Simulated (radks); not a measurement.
Si4+, configuration [Ne]. Method: non-relativistic Kohn-Sham, PBE, spin-polarised, spherical densities, point nucleus; computed with a radial shooting solver on a logarithmic mesh with Libxc functionals.

Normalised radial functions P(r) = r R(r), r in bohr:

```
   r/bohr * 1s (the largest magnitude, 2.68, reaches the edge; | marks zero)
 0.009744 |                 *
  0.01321 |                      *
  0.01775 |                            *
  0.02406 |                                   *
  0.03235 |                                          *
  0.04384 |                                                 *
  0.05895 |                                                     *
  0.07989 |                                                      *
   0.1074 |                                                  *
   0.1456 |                                        *
   0.1957 |                           *
   0.2652 |              *
   0.3566 |     *
   0.4833 | *
   0.6498 *
   0.8806 *
    1.184 *
    1.605 *
```

1s: eigenvalue -1836.2 eV, 0 radial nodes, <r> = 0.112 bohr, 90 % of the charge inside 0.199 bohr.
